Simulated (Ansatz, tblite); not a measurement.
Cost and result up the ladder for Al₁₂ (relaxed from a model of Al12 flat piece, whose bonding it doesn't keep) (12 atoms). Charge 0, multiplicity 1. Geometry: PBE-D4/def2-SVP.

```xyz
12

Al    1.272   -2.875   -0.818
Al    0.878   -1.096    1.268
Al   -0.936   -1.635   -0.919
Al   -3.088   -0.306   -1.485
Al    3.306   -1.771    0.098
Al    1.341   -0.106   -1.261
Al   -1.474   -0.097    1.187
Al   -3.363    1.653    0.142
Al    3.308    0.748    0.573
Al    0.895    1.558    1.080
Al   -0.765    1.257   -1.105
Al   -1.375    2.672    1.240
```

Ansatz on 4 threads of Intel Xeon on a shared host; xTB runs through tblite on one thread. Times are rough, summed over both states, and most runs start from the orbitals of an earlier one. No level here is sound enough to serve as a yardstick. The other state is a triplet at its own geometry, which has other bonds, so the gap mixes isomer and spin.

The xTB rows come from tblite.

Run but left out: HF/STO-3G (singlet: restricted singlet, unstable in another Hartree–Fock run and untested here).

xTB has no spin-polarisation term.

```csv
level,functions,triplet − singlet (eV),remarks
GFN1-xTB,108,0.31,–
PBE-D4/def2-SVP,216,0.16,restricted SCF unstable in HF (singlet)
GFN2-xTB,108,0.15,–
PBE0-D4/def2-SVP,216,-0.01,restricted SCF unstable in HF (singlet)
```

Estimate how long each takes.

GFN1-xTB 0.27 s; GFN2-xTB 3.4 s; PBE-D4/def2-SVP 37 s; PBE0-D4/def2-SVP 58 s. On shared hardware such times vary by a factor of up to 3.
